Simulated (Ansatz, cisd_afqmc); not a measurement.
Species: CH₃Si, charge 1, singlet. A triplet may lie lower; no result for it is given here. CH3Si+ (parent SMILES [SiH]=C, singlet).
B3LYP-D3(BJ)/def2-TZVP minimum from Ansatz (a first-principles code):
```
C
H 1 1.0925
H 1 1.0925 2 112.93
Si 1 1.7324 2 120.40 3 152.26
H 4 1.4832 1 123.13 2 104.90
```
Charge +1, spin multiplicity 1.

Total energies in cc-pV(D+d)Z, 10 correlated electrons, 6 frozen orbitals. UHF or UKS for unpaired electrons; spin-orbit terms are left out. Cores are frozen in correlated methods. No relativity. The Monte Carlo rows (phaseless AFQMC, CISD trial, step 0.005/hartree) carry one-sigma bars that omit the constraint's bias. Outlying blocks are dropped, and bars are widened where a walk drifts. Over all cases where full CI ran beside it in this data, AFQMC minus full CI had a median of +0.1 mEh and passed +0.4 mEh in a tenth of the cases. The T1 diagnostic of CH3Si+ (parent SMILES C=[SiH], singlet) reaches 0.035 in the sets run. The restricted determinant of CH3Si+ (parent SMILES C=[SiH], singlet) is unstable towards broken spin symmetry in at least one set run. The spin of CH3Si+ (parent SMILES C=[SiH], singlet) was assumed, and the state is the lowest solution found for it.

```
method         program         energy (Eh)  minus CCSDTQ (mEh)
----------  ----------  ------------------  ------------------
HF              Ansatz          -328.15802              259.47
MP2             Ansatz          -328.36661               50.88
CCSD            Ansatz          -328.40410               13.39
CCSD(T)         Ansatz          -328.41543                2.06
CCSDT(Q)        Ansatz          -328.41753               -0.05
CCSDTQ          Ansatz          -328.41749                0.00
AFQMC/CISD  cisd_afqmc  -328.4161 ± 0.0003           1.4 ± 0.3
```

Rough core times of Ansatz's runs on a shared machine: CCSD(T) under 20 s, CCSDT(Q) under 20 s, CCSDTQ 20 min.
